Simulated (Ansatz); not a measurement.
Ansatz (a program for electronic structure) input (CCSD(T)/cc-pVTZ):

Ansatz 0.2 input:
```yaml
crystal:
  periodic: [false, false, false]
  atoms:
    - {symbol: F, position_ang: [1.98168568, -1.34344827, -0.19603667]}
    - {symbol: Si, position_ang: [1.52121204, 0.19571106, 0.35932761]}
    - {symbol: Si, position_ang: [-0.77097541, 0.09744609, -0.31739086]}
    - {symbol: F, position_ang: [-1.46747119, 1.58078882, -0.27580858]}
    - {symbol: F, position_ang: [-1.74038408, -0.75478670, 0.69461856]}
    - {symbol: H, position_ang: [1.77210778, 0.99278341, -0.94350216]}
    - {symbol: H, position_ang: [-1.23989401, -0.43996810, -1.64857205]}
basis:
  gaussian:
    orbitals: cc-pVTZ
total_charge: -1
magnetization: {spin_polarized: false}
correlation: {method: ccsd_t, electrons: outside_noble_gas}
```

Output:

```
Functional definition: HF
integrals: 0.64 GiB planned
1129 factors; integrals over basis functions are off by at most 8.4e-4 eV
1.00 GiB of device memory are held for the factors and their scratch space
mean field: 0.99 GiB planned
mean field evaluation 1: about -23880.6548 eV, gradient 2.4e1 eV
mean field evaluation 2: about -23880.9307 eV, gradient 2.5e1 eV
mean field evaluation 4: about -23882.7112 eV, gradient 3.3e0 eV
mean field evaluation 8: about -23882.7571 eV, gradient 2.2e-1 eV
mean field evaluation 16: about -23882.7578 eV, gradient 1.7e-6 eV
mean field -23882.75775737 eV, -877.6751592688 hartree, gradient 1.7e-6 eV, S^2 0.000000; 0 other end points of the search recorded, 0 dependent functions left out
13 core orbitals not correlated
reference -23882.75775737 eV, -877.6751592688 hartree; 16, 16 occupied and 157, 157 virtual orbitals, 1129 factors
second order -27.15875934 eV of doubles, -0.00000000 eV of singles
coupled cluster: 4.10 GiB planned
cycle   1  -27.11256329 eV  change    4.6e-2 eV  update   1.1e-1
cycle   2  -27.71942679 eV  change   -6.1e-1 eV  update   3.6e-2
cycle   3  -27.86453241 eV  change   -1.5e-1 eV  update   1.9e-2
cycle   4  -27.83880408 eV  change    2.6e-2 eV  update   4.4e-3
cycle   5  -27.83596748 eV  change    2.8e-3 eV  update   2.0e-3
cycle   6  -27.83783741 eV  change   -1.9e-3 eV  update   7.1e-4
cycle   7  -27.83724969 eV  change    5.9e-4 eV  update   3.0e-4
cycle   8  -27.83704011 eV  change    2.1e-4 eV  update   1.0e-4
cycle   9  -27.83713734 eV  change   -9.7e-5 eV  update   4.5e-5
cycle  10  -27.83715334 eV  change   -1.6e-5 eV  update   1.6e-5
perturbative correction -0.87444567 eV, -0.0321352856 hartree
Total energy: -23911.46935638 eV, -878.7302910710 hartree
```

It need not be the lowest isomer of its formula. Whether it binds its extra electron was not tested at this geometry.
